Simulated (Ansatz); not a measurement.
Calculated with Ansatz (gas phase, PBE0-D4/def2-TZVP geometries, no zero-point term in ΔE). CBS: MP2 limit from def2 TZ/QZ plus the TZ coupled-cluster correction, frozen cores. This one scheme is used for every species. DFT in def2-TZVPP. B3LYP here is the variant with VWN-RPA as its local correlation; programs differ in this. For Zn outer-core shells are correlated without core-valence functions, which leaves a few kJ/mol of doubt a bond. Scalar relativity is left out up to krypton. One conformer a species, not always the lowest.

Consider the hydrogenolysis of a Zn–Cl bond: `[SiH3][N]([SiH3])[Zn][Cl]` + H₂ → `[SiH3][N]([SiH3])[ZnH]` + HCl.

Task: Is it downhill or uphill in electronic energy at CCSD(T)/CBS, and by how much? (Best estimate.)

Result: Ansatz gave: Uphill: ΔE = +110.9 kJ/mol.

Task: What do these levels give: PBE-D4, B3LYP-D4, r2SCAN0-D4, CAM-B3LYP-D4, ωB97X-V, BLYP, LC-ωPBE, CCSD(T)/def2-SVP, MP2/def2-TZVPP, CCSD/def2-TZVPP, HF/def2-QZVPP, CCSD/CBS(def2)? (Best estimate.)

Result: Computed: PBE-D4 95.2, B3LYP-D4 99.9, r2SCAN0-D4 106.3, CAM-B3LYP-D4 98.4, ωB97X-V 103.0, BLYP 92.6, LC-ωPBE 97.7, CCSD(T)/def2-SVP 94.1, MP2/def2-TZVPP 107.0, CCSD/def2-TZVPP 99.6, HF/def2-QZVPP 114.8, CCSD/CBS(def2) 110.2 kJ/mol.

Largest T1 diagnostic among the species: 0.015.

From BLYP to BHLYP (50 % exact exchange), in def2-TZVPP and without D4, ΔE moves by +10.5 kJ/mol. In def2-TZVPP, CCSD(T) changes the Hartree–Fock value by −11.4 kJ/mol (the triples alone add +0.6 kJ/mol) and MP2 by −4.7 kJ/mol. Leaving LDA and LC-ωPBE aside and taking each functional with its dispersion term where it has one, the values, not all of them listed here, spread over 14.4 kJ/mol, from B97M-V to BHLYP-D4. LDA lies −6.1 kJ/mol from PBE without D4.
